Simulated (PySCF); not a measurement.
C3H6GeO, SMILES [CH2]1C(=O)[CH2][GeH2]1.

Geometry: B3LYP-D3(BJ)/def2-SVP. The structure was generated by enumeration, and PubChem lists no compound with its InChIKey, so it may never have been made.

All values below come from PBE/def2-TZVP run with PySCF.

Symmetry labels are those of the subgroup Cs that the program uses (full group Cs).

Computed valence orbital energies around the gap with their symmetry:
```tsv
orbital	symmetry	energy (eV)
HOMO−7	A'	-10.81
HOMO−6	A"	-10.71
HOMO−5	A"	-9.69
HOMO−4	A'	-9.11
HOMO−3	A'	-8.39
HOMO−2	A'	-7.81
HOMO−1	A"	-7.28
HOMO	A"	-5.67
LUMO	A'	-1.79
LUMO+1	A"	-0.58
LUMO+2	A'	0.07
LUMO+3	A'	0.11
```
